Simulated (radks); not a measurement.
Polarisability of the promethium ion Pm7+, [Kr] 4d10 4f3 5s2 5p3, at imaginary frequency. Calculated with a radial shooting solver on a logarithmic mesh with Libxc functionals: non-relativistic Kohn-Sham, LDA (Slater exchange, Perdew-Wang correlation), spin-polarised, spherical densities, point nucleus; open shells are filled with parallel spins first (spin-orbit coupling, left out, can overturn this in heavy ions); relativity is left out, which matters for an element this heavy. Response by self-consistent Sternheimer equations with the Hartree and adiabatic LDA kernel.

w (hartree)  alpha1(iw) (bohr^3)
0.00266                    3.249
0.0143                     3.248
0.0360                     3.246
0.0697                     3.237
0.118                      3.217
0.186                      3.171
0.280                      3.081
0.413                      2.915
0.605                      2.635
0.892                      2.212
1.35                       1.665
2.12                       1.092
3.59                      0.6133
6.94                      0.2693
17.5                     0.06855

Static values: alpha1 = 3.249 bohr^3 (0.4814 angstrom^3; uncoupled 5.784). C6 = 11.62, triple-dipole C9 = 26.13 atomic units. One-pole (London) frequency 4 C6 / (3 alpha1^2) = 1.468 hartree, against 3.903 for minus the highest occupied eigenvalue. The dipole shielding factor is 0.885, as the force sum rule N/Z = 0.885 demands.
